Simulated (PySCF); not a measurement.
Work out the structure from these simulated measurements.

Formula: C5H10O3Si.

| Property | Result |
| --- | --- |
| Triplet | lowest triplet excitation (Tamm–Dancoff): 4.23 eV [TDA CAM-B3LYP/def2-SVPD] |
| Dipole | 1.62 D [CAM-B3LYP/def2-SVPD] |
| Polarisability | 89.2 au [CAM-B3LYP/def2-SVPD] |
| Valence photoelectron | vertical ionisation energy: 9.36 eV [ΔSCF CAM-B3LYP/def2-SVPD] |
| 13C NMR | chemical shifts (computed TMS as zero) by class: 129.6 (1 C), 111.4 (1 C), 68.2 (2 C), 19.5 (1 C) ppm [GIAO KT3/pcSseg-1] |
| NMR, other nuclei | isotropic shieldings of nuclei other than C and H, by class: 264 (2 O), 270 (1 O), 385 (1 Si) ppm [GIAO KT3/pcSseg-1] |
| 1H NMR | chemical shifts (computed TMS as zero) by class: 5.66 (1 H), 5.06 (1 H), 4.96 (1 H), 3.86 (2 H), 3.85 (2 H), 1.81 (2 H), 1.73 (1 H) ppm [GIAO KT3/pcSseg-1] |
| UV, first state | lowest singlet excitation: 6.88 eV (180 nm, f = 0.248) [TDDFT CAM-B3LYP/def2-SVPD] |
| Rotational structure | rotational constants A, B, C: 1.806, 1.286, 0.977 GHz [PBE0-D3(BJ)/def2-SVP] |

Gas-phase values; electronic properties from PySCF, density fitting. Levels stand in brackets. The structure is a single PBE0-D3(BJ)/def2-SVP conformer in the gas phase; no vibrational or solvent corrections. NMR values are class means; diastereotopic atoms form classes of their own.

Question: Give a SMILES that accounts for the data.

Answer: Numbering: `[CH2:1]=[CH:2][CH2:3][Si:4]1([OH:5])[O:6][CH2:7][CH2:8][O:9]1`. Its formula, C5H10O3Si, gives 2 degrees of unsaturation: 1 ring and 1 π bond in the structure found. 5 carbons fall into 4 classes; from least to most shielded: alkene CH carbon [C2] (129.6 ppm), terminal =CH2 carbon [C1] (111.4 ppm), ring sp3 carbon bound to oxygen [C7/C8] (68.2 ppm, 2 C, up to 2.2 ppm apart in this geometry), chain sp3 carbon bound to silicon [C3] (19.5 ppm). Hydrogen classes from least to most shielded: 1 H on an alkene CH carbon, C2 (5.66 ppm), 1 H on a terminal =CH2 carbon, C1 (5.06 ppm), 1 H on a terminal =CH2 carbon, C1 (4.96 ppm), 2 H on 2 like atoms (sp3 carbon bound to oxygen), C7/C8 (3.86 ppm), 2 H on 2 like atoms (sp3 carbon bound to oxygen), C7/C8 (3.85 ppm), 2 H on an sp3 carbon bound to silicon, C3 (1.81 ppm), 1 H on a silanol oxygen, O5 (1.73 ppm). The other shieldings belong to: 264 ppm, silyl ether oxygen [O6/O9]; 270 ppm, silanol oxygen [O5]; 385 ppm, oxygen-bound silicon [Si4]. The first electron is taken from the HOMO, whose largest Löwdin shares are 0.35 on the terminal =CH2 carbon, 0.29 on the alkene CH carbon, 0.12 on the sp3 carbon bound to silicon and 0.05 on the oxygen-bound silicon. The optimised geometry has point group C1 and is an asymmetric top. Structure: `O1CCO[Si]1(CC=C)O`. Computed isomers that give other values at the same levels: `C=CCO[SiH2]OC(C)=O` (13C chemical shifts (computed TMS as zero) by class: 164.4 (1 C), 135.1 (1 C), 111.3 (1 C), 68.3 (1 C), 21.1 (1 C) ppm); `C#C[Si@@H](OC)OCOC` (13C chemical shifts (computed TMS as zero) by class: 94.2 (1 C), 88.8 (1 C), 73.3 (1 C), 56.4 (1 C), 51.7 (1 C) ppm); `CC(=O)O[Si@@H]1CCCO1` (lowest singlet excitation: 5.89 eV (210 nm, f = 0.000)). The assignments are read from this structure; whether some other isomer fits the data as well wasn't checked.
